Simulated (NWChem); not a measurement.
Molecule: C2H4O3Si; SMILES O=C1OCO[SiH2]1

```xyz
10

O     -0.2741     2.2255     0.0000
C     -0.0468     1.0397     0.0000
O      1.2480     0.5525     0.0000
C      1.3919    -0.8748     0.0000
O      0.1605    -1.5570     0.0000
Si    -1.1815    -0.5226     0.0000
H      1.9747    -1.1470    -0.9087
H      1.9747    -1.1470     0.9087
H     -2.0189    -0.6712     1.2334
H     -2.0189    -0.6712    -1.2334
```
Atoms are numbered in this order, from 1.

Computed with NWChem. Pople sets run with spherical d functions. STO-3G and 3-21G are far too small for this property and stand as cheap habits. Structure relaxed at the PBE-D3(BJ)/def2-SVP level. B3LYP is NWChem's, with the RPA form of VWN correlation. Field at 589 nm.

```tsv
level	isotropic polarisability (bohr³)	anisotropy (bohr³)
B3LYP/STO-3G	29.3	17.3
B3LYP/6-31G*	[?]	17.5
B3LYP/def2-SVP	51.0	16.3
```

What belongs in the gaps?


- B3LYP/6-31G*, isotropic polarisability (bohr³): 49.3
